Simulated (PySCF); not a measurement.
Xe⁺: ionisation energy

Xe⁺ [Kr] 4d10 5s2 5p5 (2P) → Xe²⁺ [Kr] 4d10 5s2 5p4 (3P), as a difference of total energies. All numbers are calculated (PySCF 2.14, a scalar-relativistic core potential, in def2-QZVPPD with the def2 core potential (28 electrons)). Correlated levels: valence: 4s2 4p6 4d10 frozen. The calculations carry no spin-orbit coupling.

```
           method  ionisation energy (eV)  difference from reference (eV)
              UHF                  20.067                          -0.908
    MP2 (valence)                  20.921                          -0.054
SCS-MP2 (valence)                  20.941                          -0.034
   CCSD (valence)                  20.963                          -0.012
CCSD(T) (valence)                  21.003                          +0.028
```

Reference: 20.975 eV (semi-empirical (NIST evaluation); NIST Atomic Spectra Database, ionization energies).

The reference lies between the lowest fine-structure levels, while these numbers refer to the centres of the terms.

Errors of the correlated levels include the incompleteness of this basis and the frozen core.
